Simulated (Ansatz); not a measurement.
Geometry optimisation, RKS PBE/STO-3G (Ansatz 0.2.0).

Input file:

```yaml
crystal:
  periodic: [false, false, false]
  atoms:
    - { symbol: C, position_ang: [0.0074, -2.3013, 0.3734] }
    - { symbol: S, position_ang: [-1.3253, -0.9877, 0.299] }
    - { symbol: Si, position_ang: [-0.2446, 0.8383, 0.2258] }
    - { symbol: C, position_ang: [-1.40585, 2.3157, 0.35013] }
    - { symbol: O, position_ang: [0.87378, 0.74158, 1.3976] }
    - { symbol: O, position_ang: [0.57692, 0.85386, -1.24059] }
    - { symbol: H, position_ang: [0.6223, -2.2095, -0.5226] }
    - { symbol: H, position_ang: [-0.4774, -3.2238, 0.3872] }
    - { symbol: H, position_ang: [0.5806, -2.1273, 1.2993] }
    - { symbol: H, position_ang: [-0.85218, 3.20785, 0.37071] }
    - { symbol: H, position_ang: [-2.13318, 2.27202, -0.40055] }
    - { symbol: H, position_ang: [-1.92305, 2.21098, 1.33364] }
    - { symbol: H, position_ang: [0.60331, 0.25533, 2.24129] }
    - { symbol: H, position_ang: [1.48389, 0.45251, -1.17908] }
basis:
  gaussian: { orbitals: STO-3G }
hamiltonian:
  xc: pbe
relax:
  f_tol: 0.015
  max_steps: 40
output:
  orbitals: {}
```

Launched with:

```bash
$ ansatz run input.yaml --threads 1 --pin off --max-ram 2048MiB --backend cpu --events-out ev --progress --plain --runs-dir out
```

Q: Where does it end, and by what steps?

A: The run converged. Limits of this set-up: minimal basis. After 10 steps the energy has fallen by 0.910 eV; H9 moved furthest, 0.37 Å.

```csv
step,energy less start (eV),largest force component (eV/Å),accepted
0,0.0000,4.154,yes
1,-0.6771,2.002,yes
2,-0.8247,1.081,yes
3,-0.8639,0.422,yes
4,-0.8988,0.267,yes
5,-0.9045,0.107,yes
6,-0.9080,0.139,yes
7,-0.9093,0.081,yes
8,-0.9096,0.021,yes
9,-0.9094,0.087,no
10,-0.9098,0.011,yes
```

```xyz
14
Properties=species:S:1:pos:R:3
C -0.045 -2.238 0.292
S -1.416 -1.025 0.383
Si -0.209 0.764 0.278
C -1.397 2.228 0.375
O 1.024 0.719 1.498
O 0.690 0.994 -1.174
H 0.396 -2.313 -0.723
H -0.443 -3.237 0.552
H 0.774 -2.007 1.003
H -0.847 3.184 0.364
H -2.087 2.227 -0.485
H -2.006 2.198 1.294
H 0.496 0.496 2.359
H 1.457 0.308 -1.080
```

Whether the end is a true minimum wasn't checked by a vibrational analysis.

The run took 31 s on 1 thread of Intel(R) Xeon(R) Platinum 8488C (Sapphire Rapids), on a shared host, peak memory 0.17 GiB.
